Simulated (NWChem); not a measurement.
System: C$_{3}$H$_{12}$ClNSi$_{2}$; SMILES [Si](C)(C)(C)N[SiH2]Cl

```xyz
19

Si    -0.5144     1.5348     0.5580
Cl    -1.7438     2.2682    -0.9829
N      0.4768     0.2079     0.1053
Si     0.1127    -1.5175    -0.0949
C      1.4976    -2.5051     0.7273
C     -1.5440    -1.8687     0.7342
C      0.0339    -1.9507    -1.9323
H     -1.4431     1.1410     1.6377
H      0.3497     2.6746     0.9437
H      1.3733     0.4883    -0.2875
H      2.4770    -2.2661     0.2939
H      1.5503    -2.2933     1.8015
H      1.3424    -3.5843     0.6040
H     -1.7874    -2.9342     0.6391
H     -2.3645    -1.3054     0.2746
H     -1.5277    -1.6284     1.8032
H      0.9783    -1.7222    -2.4419
H     -0.7583    -1.3849    -2.4362
H     -0.1681    -3.0190    -2.0814
```
Atoms are numbered in this order, from 1.

All runs: NWChem. Pople sets run with spherical d functions. Coordinates come from a B3LYP/6-31G* (spherical d) optimisation. Not confirmed as a minimum by frequencies. Static field.

```tsv
level	isotropic polarisability (bohr³)	anisotropy (bohr³)
PBE/6-31+G*	106.8	23.0
B3LYP/6-31+G*	102.2	20.2
Hartree-Fock/6-31+G*	91.3	14.3
BHandHLYP/6-31+G*	97.0	17.5
```
